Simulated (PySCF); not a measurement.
Bi²⁺: ionisation energy

Bi²⁺ [Xe] 4f14 5d10 6s2 6p1 (2P) → Bi³⁺ [Xe] 4f14 5d10 6s2 (1S), as a difference of total energies. Calculation: PySCF 2.14, in x2c-TZVPPall; the spin-free X2C one-electron Hamiltonian (Gaussian nucleus). Correlated levels: valence and next inner shell: [Kr] 4d10 4f14 frozen. The calculations carry no spin-orbit coupling.

| method | ionisation energy (eV) |
| --- | --- |
| UHF | 23.094 |
| MP2 (valence and next inner shell) | 23.500 |
| SCS-MP2 (valence and next inner shell) | 23.397 |
| CCSD (valence and next inner shell) | 23.477 |
| CCSD(T) (valence and next inner shell) | 23.493 |

Question: How much does correlation contribute at CCSD(T) (valence and next inner shell)?

Answer: 23.493 − (23.094) = 0.399 eV, measured against UHF.

A first-order spin-orbit estimate (lowest level to lowest level, LS coupling) adds 1.463 eV.

Errors of the correlated levels include the incompleteness of this basis and the frozen core.

Every method misses the reference by a wide margin, which points to the basis or the choice of state and not to the methods.

For comparison: 25.571 eV (measured; NIST Atomic Spectra Database, ionization energies).
